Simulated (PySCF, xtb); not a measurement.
SeF3, SMILES F[Se](F)F, multiplicity 2.

The structure is a stationary point at B3LYP-D3(BJ)/def2-SVP. The multiplicity is an assumed one; other spin states were not compared. The isomer is the one that the SMILES or the coordinates give; other isomers of the formula were not compared.

These are IEF-PCM-ωB97X/def2-SVP run with PySCF 2.14.0 values and carry that method's errors.

The values are the electrostatic part of the solvation free energy, E(continuum) − E(gas) at the gas-phase geometry, in a cavity of scaled van der Waals radii (PySCF's table); cavitation and dispersion terms are not included. The dipole moment in vacuum is 1.68 D.

Computed values in water (ε = 78.36), N,N-dimethylformamide (ε = 37.22), cyclohexanone (ε = 15.62):
```tsv
solvent	ε	ΔG(elec) (kcal/mol)	dipole (D)
water	78.36	-5.7	2.06
N,N-dimethylformamide	37.22	-5.6	2.05
cyclohexanone	15.62	-5.3	2.03
```

For comparison, GFN2-xTB/ALPB(water) (xtb, at the GFN2-xTB geometry, all terms of that model) gives -3.5 kcal/mol.
